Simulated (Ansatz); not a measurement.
`F[Si](F)(F)[SeH]` + `[CH3][AlH][OH]` → `[CH3][Al]([OH])[SeH]` + `F[SiH](F)F`  (formal exchange of groups at the Se–Si bond)

Isolated molecules relaxed with PBE0-D4/def2-TZVP in Ansatz; ΔE leaves out vibrations. CBS: MP2 limit from def2 TZ/QZ plus the TZ coupled-cluster correction, frozen cores. DFT in def2-TZVPP. HSE06 is defined as in plane-wave codes. For Se outer-core shells are correlated without core-valence functions, which leaves a few kJ/mol of doubt a bond. Scalar relativity is left out up to krypton. One conformer a species, not always the lowest.

| level | ΔE (kJ/mol) | difference from CCSD(T)/CBS |
| --- | --- | --- |
| LDA (SPW92) | -65.8 | 9.9 |
| BLYP-D4 | -67.6 | 8.1 |
| r2SCAN-D4 | -71.9 | 3.8 |
| r2SCANh-D4 | -72.8 | 2.9 |
| BHLYP-D4 | -74.9 | 0.8 |
| CAM-B3LYP-D4 | -71.2 | 4.5 |
| BLYP | -71.2 | 4.5 |
| r2SCAN0 | -74.2 | 1.5 |
| HSE06 | -71.9 | 3.8 |
| BHLYP | -76.5 | -0.8 |
| HF/def2-SVP | -82.7 | -7.0 |
| MP2/def2-TZVPP | -79.4 | -3.7 |
| SCS-MP2/def2-TZVPP | -78.8 | -3.1 |
| CCSD(T)/def2-TZVPP | -77.2 | -1.5 |
| SCS-MP2/def2-QZVPP | -78.1 | -2.4 |
| HF/CBS(def2) | -81.3 | -5.6 |
| CCSD(T)/CBS | -75.7 | 0 |

Largest T1 diagnostic among the species: 0.012.

Leaving LDA and LC-ωPBE aside and taking each functional with its dispersion term where it has one, the values, not all of them listed here, spread over 19.9 kJ/mol, from PBE-QIDH to B97M-V. From PBE to PBE0 (25 % exact exchange), in def2-TZVPP and without D4, ΔE moves by −3.2 kJ/mol.
